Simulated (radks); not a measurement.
Problem. Coherent X-ray form factor from a spherical all-electron density. Calculated with a radial shooting solver on a logarithmic mesh with Libxc functionals: non-relativistic Kohn-Sham, LDA (Slater exchange, Perdew-Wang correlation), spin-polarised, spherical densities, point nucleus.

sin(theta)/lambda (1/angstrom),f0 (electrons)
0.05,2.962
0.1,2.854
0.15,2.696
0.2,2.512
0.25,2.325
0.3,2.151
0.4,1.872
0.5,1.682
0.6,1.545
0.8,1.321
1,1.105
1.25,0.855
1.5,0.647
2,0.366

The species is in the configuration that NIST lists as its ground one. Which atom or ion scatters so?

Solution. The carbon ion C3+, [He] 2s1. Extrapolating in s^2 from the first two rows gives f0(0) = 3.0, near the electron count 3; among species with that count, the fall with angle is slower the higher Z, and the table is that of Z = 6; from so few rows the species is fixed only to a neighbour or two.
